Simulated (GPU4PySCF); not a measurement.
DABNA-1 (C₃₀H₂₁BN₂), SMILES c1cccc2c1N(c1c3c(N(c4ccccc4)c4ccccc4B32)ccc1)c1ccccc1.

The structure is a stationary point at B3LYP-D3(BJ)/def2-SVP. The values are those of a single conformer.

Method: PBE/def2-SVP in GPU4PySCF.

Computed frontier levels, gap, dipole moment and polarisability:
```json
{
  "highest_occupied_level": "-4.38 eV",
  "lowest_empty_level": "-1.97 eV",
  "orbital_gap": "2.41 eV",
  "dipole_moment": "2.58 D",
  "quadrupole, principal values (traceless, Buckingham form, about the centre of nuclear charge)": "-17.70, -10.94, 28.64 D·Å",
  "mean_static_polarisability": "385.1 bohr³ (57.07 Å³)",
  "polarisability_principal_values": "216.4, 412.1, 526.9 bohr³"
}
```
